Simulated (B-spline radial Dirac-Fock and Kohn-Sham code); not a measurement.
**Cl²⁺ in Watson spheres of different radius**

Model: ΔSCF Dirac-Fock with Breit, self-energy and vacuum polarisation, finite nucleus, configuration average. Program: an atomic code on a B-spline grid. The ion, [Ne] 3s2 3p3, sits in a hollow sphere of charge Q = -2, a simple model of the Madelung potential. Inside the sphere an electron's potential energy is raised by the constant 14.40·|Q|/R eV, so binding energies fall by about that much as long as the orbitals stay inside.

| radius (Å) | 14.40 |Q|/R (eV) | 1s (eV) | 2s (eV) | 2p3/2 (eV) | 3s (eV) | 3p (eV) |
| --- | --- | --- | --- | --- | --- | --- |
| 1.6 | 18.00 | 2845.5 | 293.5 | 221.0 | 33.79 | 19.43 |
| 3 | 9.60 | 2853.7 | 301.8 | 229.3 | 42.06 | 27.68 |

From the smallest to the largest radius 1s moves by +8.2 eV, while the constant potential alone would give +8.4 eV; the difference comes from charge outside the sphere and its screening.

Values without a named source are computed, but for edge energies of neutral atoms, which are taken from tables.
